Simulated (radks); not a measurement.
Au, configuration [Xe] 4f14 5d9.5 6s1.5 (fractional occupations, a model configuration). All-electron calculation, Dirac Kohn-Sham, LDA (Slater exchange, Perdew-Wang correlation), spin-unpolarised, spherical densities, point nucleus; open shells are shared between the two j in proportion to 2j + 1. Program: a radial shooting solver on a logarithmic mesh with Libxc functionals.

Unscreened Slater integrals over Kohn-Sham orbitals (hartree). Large and small components are both included.

\begin{tabular}{lr}
integral & value \\ \hline
F0(6s1/2,6s1/2) & 0.32435 \\
F0(6s1/2,5d5/2) & 0.38658 \\
G2(6s1/2,5d5/2) & 0.097821 \\
F0(6s1/2,5d3/2) & 0.39044 \\
G2(6s1/2,5d3/2) & 0.088930 \\
F0(6s1/2,5p3/2) & 0.40942 \\
G1(6s1/2,5p3/2) & 0.029179 \\
F0(5d5/2,5d5/2) & 0.56110 \\
F2(5d5/2,5d5/2) & 0.28266 \\
F4(5d5/2,5d5/2) & 0.18464 \\
F0(5d5/2,5d3/2) & 0.57456 \\
F2(5d5/2,5d3/2) & 0.28993 \\
G2(5d5/2,5d3/2) & 0.28947 \\
G4(5d5/2,5d3/2) & 0.18942 \\
F0(5d5/2,5p3/2) & 0.65555 \\
F2(5d5/2,5p3/2) & 0.31562 \\
G1(5d5/2,5p3/2) & 0.37828 \\
G3(5d5/2,5p3/2) & 0.23256 \\
F0(5d3/2,5d3/2) & 0.58899 \\
F2(5d3/2,5d3/2) & 0.29843 \\
F0(5d3/2,5p3/2) & 0.67687 \\
F2(5d3/2,5p3/2) & 0.33292 \\
G1(5d3/2,5p3/2) & 0.40705 \\
G3(5d3/2,5p3/2) & 0.25045 \\
F0(5p3/2,5p3/2) & 0.81754 \\
F2(5p3/2,5p3/2) & 0.43899 \\
\end{tabular}
